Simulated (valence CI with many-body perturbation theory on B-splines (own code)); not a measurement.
The numbers below are computed, except where a source is named.
**Ir62+: input, log and results**

Level of theory: relativistic CI+MBPT: five valence electrons over a frozen Dirac-Fock core [Ne], a basis of 6 s, 6 p, 5 d, 3 f, 1 g functions for each j, with the two-electron term Σ2, the three-electron term Σ3, Breit, model QED; selected single and double excitations, second order for the rest, scaled by the run's own slope (own B-spline code, finite nucleus).

Command, and the settings that its task file holds:

```sh
python run_cv.py task.json out
```

```
atom Ir  Z=77  mass_number=193  rms_radius_fm=5.4032
core [Ne]
valence 3s2 3p3
avg = 1
basis = S
breit = 1
cap = 10000
capref = 1200
cscale = 1
de = 0.0
dress = 0
eps = 2e-08
extrap = 1
h = 0.27
hh = 1
l2 = 3
lcore = 6
maxit = 60
n2 = 5
natural = 1
nlev = 21
nno = [3, 3, 3, 2, 1]
nroot = 26
nsp = [3, 3, 2, 1, 0]
pt2 = 1
qed = 1
rpa = 1
s1 = 0
s2 = 1
s3 = 1
screen = 1
tol = 2e-05
whole = 1
```

It took 18 s on 1 thread of Arm Neoverse V1, on a shared host.

Log. The first blocks belong to the next ion, which gives the ionisation energy. Fields: 2J, parity (1 odd), roots, reference size, generating configurations, candidates as configurations/state functions, variational space P, stored matrix elements, Davidson steps; e2 is the range of second-order energies in hartree. The first line gives the box (bohr), its intervals, the orbitals and the steps of their self-consistent field. Window is the range of levels sought, series limit the energy at which the first omitted orbital would enter, core excitation an estimate of the first excitation out of the core, left out the lowest levels not solved, and shifts from estimates the range by which levels moved from their first estimate, all in cm⁻¹.

```
rmax 1.3 intervals 54 orbitals 36 references ['3s2 3p3', '3s2 3p2 3d', '3s 3p4', '3s2 3p 3d2', '3s 3p3 3d'] scf 3 t 0.7
2J=0 par=0 roots 2 ref 24 generators 6 cand 2710/4112 P 725/1000 nnz 0 it 0
2J=0 par=0 roots 2 ref 24 generators 8 cand 2455/4106 P 1535/2297 nnz 0 it 5
   second order: generators 12 cand 2105/3681 e2 -0.00001 -0.00000
reference levels 559, estimated 67, window 6386704 1/cm; series limit 35927693, core excitation 72536541
2J=3 par=1 roots 3 ref 66 generators 8 cand 5662/47805 P 966/3587 nnz 1.4e+06 it 5
2J=3 par=1 roots 3 ref 66 generators 18 cand 7249/66598 P 2013/10000 nnz 9.8e+06 it 6
   second order: generators 25 cand 6730/69093 e2 -0.00112 -0.00017
2J=3 par=0 roots 7 ref 71 generators 11 cand 7254/68297 P 880/3585 nnz 1.4e+06 it 5
2J=3 par=0 roots 7 ref 71 generators 23 cand 7868/75484 P 1987/9986 nnz 8.8e+06 it 10
   second order: generators 29 cand 7989/82692 e2 -0.00275 -0.00118
2J=5 par=0 roots 7 ref 74 generators 12 cand 7298/81673 P 852/3598 nnz 1.5e+06 it 5
2J=5 par=0 roots 7 ref 74 generators 21 cand 7677/90115 P 1894/9988 nnz 9e+06 it 9
   second order: generators 32 cand 9115/120820 e2 -0.00386 -0.00173
2J=5 par=1 roots 2 ref 65 generators 7 cand 5746/56476 P 823/3584 nnz 1.5e+06 it 5
2J=5 par=1 roots 2 ref 65 generators 13 cand 7390/79539 P 1805/9996 nnz 1e+07 it 6
   second order: generators 23 cand 8408/115071 e2 -0.00127 -0.00039
2J=1 par=1 roots 2 ref 41 generators 8 cand 5627/27932 P 1136/3555 nnz 1.3e+06 it 4
2J=1 par=1 roots 2 ref 41 generators 15 cand 6652/36814 P 2647/9996 nnz 8.1e+06 it 5
   second order: generators 22 cand 7141/49485 e2 -0.00017 -0.00009
2J=1 par=0 roots 5 ref 44 generators 14 cand 6706/38206 P 1166/3552 nnz 1.2e+06 it 7
2J=1 par=0 roots 5 ref 44 generators 20 cand 6968/41469 P 2703/9997 nnz 8e+06 it 8
   second order: generators 27 cand 7753/51449 e2 -0.00069 -0.00025
2J=7 par=0 roots 4 ref 54 generators 10 cand 6838/77710 P 739/3537 nnz 1.6e+06 it 5
2J=7 par=0 roots 4 ref 54 generators 15 cand 7462/86842 P 1611/9999 nnz 1e+07 it 6
   second order: generators 22 cand 7843/99607 e2 -0.00184 -0.00140
2J=9 par=0 roots 1 ref 34 generators 2 cand 1768/17333 P 728/3524 nnz 1.9e+06 it 4
2J=9 par=0 roots 1 ref 34 generators 7 cand 5221/57163 P 1617/9967 nnz 1.3e+07 it 5
   second order: generators 15 cand 7052/82030 e2 -0.00014 -0.00014
2J=7 par=1 roots 1 ref 51 generators 4 cand 4506/45545 P 811/3567 nnz 1.5e+06 it 5
2J=7 par=1 roots 1 ref 51 generators 9 cand 6587/65736 P 1678/9990 nnz 1.1e+07 it 5
   second order: generators 15 cand 8008/111234 e2 -0.00061 -0.00061
left out: unestimated 9430143, estimated 6941224, shifts from estimates -231 to 56
operators 0.5
```

The Davidson iterations converged. The settings are bad on purpose, so the numbers may not be properties of the ion.

No measured spectrum was set against this ion. As an estimate, large intervals hold to a few tenths of a per cent, small ones and those within an open d or f shell to about a per cent. Among the levels kept, up to 700 cm⁻¹ of a level comes from second order outside the variational space, and about a tenth of that is noise between levels of different J, which matters for small intervals.

| Property | Result |
| --- | --- |
| Valence energy | -1358.657 hartree |
| Ionisation energy | 6710.2 eV (NIST: 6708 ± 15 eV (theoretical)) |
| Reference configurations for the orbitals | 3s2 3p3, 3s2 3p2 3d, 3s 3p4, 3s2 3p 3d2, 3s 3p3 3d |
| Radial orbitals | 36 |
| Box radius | 1.338 bohr |
| Largest variational space | 10000 |
| Lowest levels | (3s^2 3p1/2^2 3p3/2) J=3/2 0.00, (3s^2 3p1/2^2 3d3/2) J=3/2 242.03, (3s^2 3p1/2^2 3d5/2) J=5/2 353.79, (3s^2 3p1/2 3p3/2^2) J=3/2 415.29, (3s^2 3p1/2 3p3/2^2) J=5/2 427.60, (3s^2 3p1/2 3p3/2^2) J=1/2 443.81, (3s 3p1/2^2 3p3/2^2) J=5/2 601.56, (3s 3p1/2^2 3p3/2^2) J=3/2 632.30, (3s 3p1/2^2 3p3/2^2) J=1/2 634.91, (3s^2 3p1/2 3p3/2 3d3/2) J=5/2 [a] 654.43, (3s^2 3p1/2 3p3/2 3d3/2) J=1/2 [a] 658.00, (3s^2 3p1/2 3p3/2 3d3/2) J=3/2 [a] 658.43, (3s^2 3p1/2 3p3/2 3d3/2) J=7/2 667.36, (3s^2 3p1/2 3p3/2 3d3/2) J=5/2 [b] 698.84 eV |

Levels are named by their leading jj configuration (3d3/2^4 stands for four electrons in 3d with j = 3/2), which in mixed levels can hold well under half, so a name can repeat and another be missing. Letters in brackets count levels of one name in rising energy.
